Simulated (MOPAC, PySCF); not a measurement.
CH$_{6}$Si$_{2}$, SMILES `C1[SiH2][SiH2]1`, neutral singlet in the gas phase. 

Cartesian coordinates (Å):
SMILES: C1[SiH2][SiH2]1
```xyz
9

C     -0.1719     0.9741    -0.0392
Si     1.2034    -0.3370     0.0569
Si    -1.0149    -0.7313    -0.0140
H     -0.3125     1.6091     0.8314
H     -0.2447     1.5491    -0.9583
H      2.0608    -0.4732    -1.1381
H      1.9676    -0.3909     1.3198
H     -1.6973    -1.1412    -1.2582
H     -1.7905    -1.0588     1.1997
```
Charge 0, spin multiplicity 1.

All levels are single points at this geometry (B3LYP-D3(BJ)/def2-TZVP); Pople sets use spherical d functions. Orbital energies aren't observables, and empty levels follow the basis.

```json
[
 {"level": "PBE-D3(BJ)/def2-TZVP in PySCF", "HOMO (eV)": "-5.72", "LUMO (eV)": "-0.98", "gap (eV)": "4.75", "dipole (D)": "0.51", "vertical IE, Delta-SCF (eV)": "8.68"},
 {"level": "ωB97X-D3(BJ)/def2-TZVP in PySCF", "HOMO (eV)": "-8.98", "LUMO (eV)": "1.77", "gap (eV)": "10.75", "dipole (D)": "0.36", "vertical IE, Delta-SCF (eV)": "8.86"},
 {"level": "B3LYP/3-21G in PySCF", "HOMO (eV)": "-6.67", "LUMO (eV)": "-0.10", "gap (eV)": "6.57", "dipole (D)": "0.34", "vertical IE, Delta-SCF (eV)": "–"},
 {"level": "B3LYP/6-31G* in PySCF", "HOMO (eV)": "-6.42", "LUMO (eV)": "-0.13", "gap (eV)": "6.30", "dipole (D)": "0.47", "vertical IE, Delta-SCF (eV)": "8.75"},
 {"level": "M06-2X/6-31G* in PySCF", "HOMO (eV)": "-7.57", "LUMO (eV)": "0.78", "gap (eV)": "8.35", "dipole (D)": "0.38", "vertical IE, Delta-SCF (eV)": "–"},
 {"level": "PBE/6-31G* in PySCF", "HOMO (eV)": "-5.63", "LUMO (eV)": "-0.77", "gap (eV)": "4.86", "dipole (D)": "0.61", "vertical IE, Delta-SCF (eV)": "8.67"},
 {"level": "HF/3-21G in PySCF", "HOMO (eV)": "-9.08", "LUMO (eV)": "3.10", "gap (eV)": "12.18", "dipole (D)": "0.16", "vertical IE, Delta-SCF (eV)": "–"},
 {"level": "HF/6-31G* in PySCF", "HOMO (eV)": "-8.91", "LUMO (eV)": "3.16", "gap (eV)": "12.07", "dipole (D)": "0.27", "vertical IE, Delta-SCF (eV)": "7.92"},
 {"level": "HF/STO-3G in PySCF", "HOMO (eV)": "-6.28", "LUMO (eV)": "8.92", "gap (eV)": "15.20", "dipole (D)": "0.91", "vertical IE, Delta-SCF (eV)": "–"},
 {"level": "AM1 in MOPAC", "HOMO (eV)": "-9.60", "LUMO (eV)": "-1.09", "gap (eV)": "8.50", "dipole (D)": "0.22", "vertical IE, Delta-SCF (eV)": "–"},
 {"level": "PM3 in MOPAC", "HOMO (eV)": "-8.70", "LUMO (eV)": "-1.58", "gap (eV)": "7.13", "dipole (D)": "0.05", "vertical IE, Delta-SCF (eV)": "–"},
 {"level": "PM6 in MOPAC", "HOMO (eV)": "-7.80", "LUMO (eV)": "-0.20", "gap (eV)": "7.61", "dipole (D)": "0.04", "vertical IE, Delta-SCF (eV)": "–"},
 {"level": "PM7 in MOPAC", "HOMO (eV)": "-9.69", "LUMO (eV)": "-0.78", "gap (eV)": "8.91", "dipole (D)": "0.13", "vertical IE, Delta-SCF (eV)": "–"}
]
```
